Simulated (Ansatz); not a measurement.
Start from `COB(O)C(C)C` and change one atom or group to get `COB(O)F`.

Ansatz, PBE0-D4/def2-TZVP geometries, multiplicity 1. Each molecule was computed in one conformer, which needn't be the lowest.

| property | `COB(O)C(C)C` |
| --- | --- |
| size of the dipole moment (B3LYP/def2-TZVPP) / D | 1.72 |
| HOMO–LUMO gap (ωB97M-V/def2-TZVPP) / eV | 12.70 |
| LUMO energy (ωB97M-V/def2-TZVPP) / eV | 2.28 |
| HOMO energy (PBE0/def2-TZVPP) / eV | -8.10 |
| LUMO energy (PBE/def2-TZVPP) / eV | 0.08 |
| size of the dipole moment (ωB97M-V/def2-TZVPP) / D | 1.72 |

Q: Give the same properties after the change, and the shifts. (An estimate is asked.)

A: The calculation gave: 
```json
{"property": "size of the dipole moment (B3LYP/def2-TZVPP) / D", "`COB(O)F`": "1.75", "shift": "0.03"}
{"property": "HOMO–LUMO gap (ωB97M-V/def2-TZVPP) / eV", "`COB(O)F`": "13.21", "shift": "0.51"}
{"property": "LUMO energy (ωB97M-V/def2-TZVPP) / eV", "`COB(O)F`": "1.99", "shift": "-0.29"}
{"property": "HOMO energy (PBE0/def2-TZVPP) / eV", "`COB(O)F`": "-8.81", "shift": "-0.71"}
{"property": "LUMO energy (PBE/def2-TZVPP) / eV", "`COB(O)F`": "-0.17", "shift": "-0.25"}
{"property": "size of the dipole moment (ωB97M-V/def2-TZVPP) / D", "`COB(O)F`": "1.74", "shift": "0.02"}
```

With PBE0 the HOMO falls by 0.71 eV and the LUMO falls by 0.24 eV, so the gap widens by about 0.47 eV. PBE moves the HOMO by -0.52 eV and ωB97M-V by -0.80 eV. Dipoles are sizes alone; their direction can turn.

B3LYP here is the variant with VWN-RPA as its local correlation; programs differ in this.
